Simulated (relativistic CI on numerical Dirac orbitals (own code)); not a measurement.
**Sn⁴⁺: q coefficients and field-shift factors**

Calculated at this level of theory: Dirac-Coulomb-Breit CI, KLI orbitals optimised for each configuration, valence Slater integrals scaled by 0.85, P86 correlation energy added to each configuration, derivatives by finite differences, QED left out (own radial code, finite nucleus).

Configuration list (outside the closed core [Kr]): 4d10, 4d9.5s, 4d9.4f, 4d9.5p, 4d9.5d, 4d9.5f. Double excitations out of closed p, d and f shells are left out; levels of such configurations are missing from the list, as are those of other unlisted configurations, and high levels can miss mixing partners.

With x = (α/α₀)² − 1 an excitation energy changes as ω = ω₀ + qx; K = 2q/ω₀ is the relative enhancement. Terms are leading LS components, so labels can repeat. The field-shift factor is F = δν/δ⟨r²⟩ for the transition from the lowest level.

Lowest level 4d10 1S_0.

| Level | ω₀ (cm⁻¹) | q (cm⁻¹) | F (GHz/fm²) |
| --- | --- | --- | --- |
| 4d9.5s 3D_3 | 189185 | -26700 | 17.1 |
| 4d9.5s 3D_2 | 191719 | -25540 | 17 |
| 4d9.5s 3D_1 | 197561 | -18520 | 17.3 |
| 4d9.5s 1D_2 | 200833 | -18830 | 16.7 |
| 4d9.5p 3P°_2 | 265021 | -19330 | 2.99 |
| 4d9.5p 3F°_3 | 268121 | -20380 | 3.01 |
| 4d9.5p 3P°_1 | 273125 | -10810 | 2.92 |
| 4d9.5p 3F°_4 | 273743 | -12480 | 2.81 |
| 4d9.5p 3F°_2 | 274486 | -12950 | 3.07 |
| 4d9.5p 3P°_0 | 278421 | -4268 | 2.93 |
| 4d9.5p 1D°_2 | 279025 | -13280 | 2.9 |
| 4d9.5p 3D°_3 | 279665 | -12230 | 2.82 |
| 4d9.5p 1P°_1 | 282276 | -11950 | 2.99 |

At this charge configurations can still be misplaced by up to about 7 % of their energy.

(1) Which transition from the lowest level has the largest |K|?

Results:

(1) 4d9.5s 3D_3 at 189185 cm⁻¹, K = -0.282.
